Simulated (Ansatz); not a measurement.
disiloxane (H₆OSi₂), singlet, geometry from GFN2-xTB. Base run: CCSD(T)/6-311G** (Ansatz, a program for electronic structure).

Here is a job for Ansatz.
Ansatz 0.2 input:
```yaml
crystal:
  periodic: [false, false, false]
  atoms:
    - {symbol: Si, position_ang: [1.58554558, -0.29465325, 0.09305373]}
    - {symbol: O, position_ang: [-0.00374610, -0.02898376, -0.03187953]}
    - {symbol: Si, position_ang: [-1.58414102, 0.30551525, -0.08108531]}
    - {symbol: H, position_ang: [1.99636140, -0.92391127, -1.16028168]}
    - {symbol: H, position_ang: [2.22242187, 1.00620543, 0.29041493]}
    - {symbol: H, position_ang: [1.77723671, -1.17669751, 1.24269936]}
    - {symbol: H, position_ang: [-2.21375802, -0.47470673, 0.98249776]}
    - {symbol: H, position_ang: [-2.04757203, -0.09473461, -1.40797725]}
    - {symbol: H, position_ang: [-1.72438507, 1.74364671, 0.14012516]}
basis:
  gaussian:
    orbitals: 6-311G__.json
magnetization: {spin_polarized: false}
correlation: {method: ccsd_t}
```
The basis file holds 6-311G** in the JSON format of the Basis Set Exchange.

The base run was repeated with changes; each row names its change, and settings that it needs were set with it.

| change | ΔE vs base (mEh) | MP2 correlation (Eh) | CC correlation without the perturbative part (Eh) | basis functions | core-seconds (rough) |
|---|---|---|---|---|---|
| base | 0.000 | -0.40312 | -0.44665 | 108 | 8 |
| fitting = cc-pVTZ-JKFIT (mean field), cc-pVTZ-RIFIT (correlation) | 0.113 | -0.40306 | -0.44664 | 108 | 7 |
| reference functional = pbe0 | 6.919 | - | -0.46391 | 108 | 10 |
| electrons = all | -271.6 | -0.67318 | -0.71652 | 108 | 50 |
| method = mp2 | 53.744 | -0.40312 | - | 108 | 2 |
| lower_state_search = off | 0.000 | -0.40312 | -0.44665 | 108 | 9 |
| diis_vectors = 4 | 0.000 | -0.40312 | -0.44665 | 108 | 10 |
| method = bccd | 10.870 | -0.40312 | -0.44600 | 108 | 9 |
| method = ccsd | 10.218 | -0.40312 | -0.44665 | 108 | 6 |
| method = rpa | -55.472 | - | - | 108 | 2 |
